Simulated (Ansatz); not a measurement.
This triplet lies 0.27 eV above the relaxed singlet at the level B3LYP/cc-pVTZ // PBE0-D3(BJ)/def2-TZVP (Ansatz, a first-principles code); other levels give the other order.

Species: C3HF, SMILES `C#C[C]F` (triplet; the order of the spin states depends on the level) (charge 0, multiplicity 3).

Give a relaxed geometry from Ansatz with PBE0-D3(BJ)/def2-TZVP.

the end point of this relaxation (outside a Z-matrix the atoms follow the SMILES, hydrogens last).
Cartesian coordinates (Å) in one orientation:
```xyz
5

C      0.759    -0.447     0.859
C      0.062    -0.048    -0.077
C     -0.560     0.278    -1.202
F     -1.610     0.996    -1.471
H      1.349    -0.780     1.680
```
